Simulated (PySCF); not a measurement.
C3H11NSi2, SMILES [SiH3]N(C[SiH3])C=C.

Coordinates come from a B3LYP-D3(BJ)/def2-SVP optimisation. The structure was generated by enumeration, and PubChem lists no compound with its InChIKey, so it may never have been made. The values are those of a single conformer.

Method: B3LYP-D3(BJ)/def2-SVP run with PySCF.

Frequencies are harmonic and unscaled.

```csv
mode,ν (cm⁻¹),IR (km/mol),moving atoms (share of kinetic energy)
1,47,0.3,"Si 45 %, H 27 %, C 23 %"
2,67,0.5,"H 43 %, C 32 %, Si 17 %, N 9 %"
3,138,1.1,"H 52 %, Si 23 %, C 20 %"
4,142,0.0,H 88 %
5,166,0.5,"H 82 %, C 15 %"
6,216,1.7,"C 32 %, H 28 %, Si 28 %, N 13 %"
7,269,5.6,"N 48 %, H 30 %, Si 12 %, C 10 %"
8,339,0.2,"H 42 %, C 33 %, Si 18 %"
9,486,6.2,H 94 %
10,502,17.0,"C 47 %, H 42 %, Si 9 %"
11,552,1.5,"H 47 %, Si 26 %, C 21 %"
12,669,29.4,"H 64 %, C 25 %"
13,682,20.6,"H 44 %, C 29 %, Si 19 %, N 8 %"
14,707,22.1,"H 70 %, N 15 %, C 9 %"
15,725,21.0,"H 70 %, C 17 %, Si 11 %"
16,740,22.2,"H 43 %, C 40 %, Si 15 %"
17,812,43.7,"H 69 %, C 31 %"
18,848,77.8,"H 58 %, C 35 %"
19,922,336.7,"H 89 %, Si 10 %"
20,930,32.2,H 95 %
21,947,7.9,H 96 %
22,953,42.8,H 95 %
23,959,223.0,"H 87 %, Si 9 %"
24,972,38.5,"H 77 %, N 11 %, C 8 %"
25,984,40.6,"H 84 %, C 9 %"
26,997,25.5,"H 84 %, C 13 %"
27,1159,20.6,"H 42 %, N 29 %, C 28 %"
28,1193,101.9,"N 39 %, H 36 %, C 25 %"
29,1269,7.4,"H 75 %, C 23 %"
30,1323,21.3,"H 66 %, C 25 %, N 8 %"
31,1353,113.4,"H 65 %, N 28 %"
32,1426,9.2,"H 89 %, C 10 %"
33,1445,18.1,"H 82 %, C 14 %"
34,1697,189.2,"C 83 %, H 14 %"
35,2209,126.3,H 97 %
36,2211,96.1,H 96 %
37,2223,117.4,H 97 %
38,2231,105.0,H 96 %
39,2232,58.4,H 98 %
40,2245,112.2,H 96 %
41,3018,29.4,H 94 %
42,3085,5.7,"H 91 %, C 9 %"
43,3136,16.6,H 92 %
44,3154,2.0,H 94 %
45,3252,7.7,"H 89 %, C 11 %"
```
